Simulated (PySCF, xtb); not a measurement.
FH3O3Sn, SMILES [OH][Sn]([OH])([F])[OH].

GFN2-xTB (xtb) at its own geometry gives an orbital gap of 5.62 eV and a dipole moment of 1.28 D.

Geometry: PBE0-D3(BJ)/def2-SVP. The structure was generated by enumeration; whether it is a known compound was not checked. The def2 effective core potentials stand for the cores of Sn; spin–orbit coupling is left out. The values are those of a single conformer.

Question: What does CAM-B3LYP/def2-TZVP (PySCF) give? (An estimate is asked for; the answer gives what the named calculation found.)

Answer: gap 9.82 eV (levels -11.13 and -1.31 eV), dipole 0.17 D.
